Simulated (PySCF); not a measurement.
## Diatomics of Br with group 11

PBE0 with triple-zeta basis sets in PySCF, for the lowest determinant that a PBE0 search found; no spin–orbit coupling. De refers to high-spin ground-configuration atoms. A positive dipole means M(−)Br(+).

| M | basis | state (unpaired electrons) | Re (Å) | ωe (cm⁻¹) | De (eV) | μ (D) |
| --- | --- | --- | --- | --- | --- | --- |
| Cu | x2c-TZVPPall | singlet (closed shell) | 2.182 | 310 | 3.31 | -4.60 |
| Ag | x2c-TZVPPall | singlet (closed shell) | 2.409 | 243 | 2.88 | -5.36 |
| Au | def2-TZVPP | singlet (closed shell) | 2.346 | 255 | 2.67 | -3.55 |

The shortest bond is that of CuBr (2.182 Å), the longest that of AgBr (2.409 Å).

The rows differ in basis set, which adds steps of its own.

Down a group the atoms grow and get heavier, so bonds lengthen and wavenumbers fall; the exceptions here are the shorter bond at Au and the higher wavenumber at Au. Relativity and the filled 4f shell contract the atoms of the sixth period.

Spin–orbit coupling is left out, which matters for elements this heavy, above all for dissociation energies.
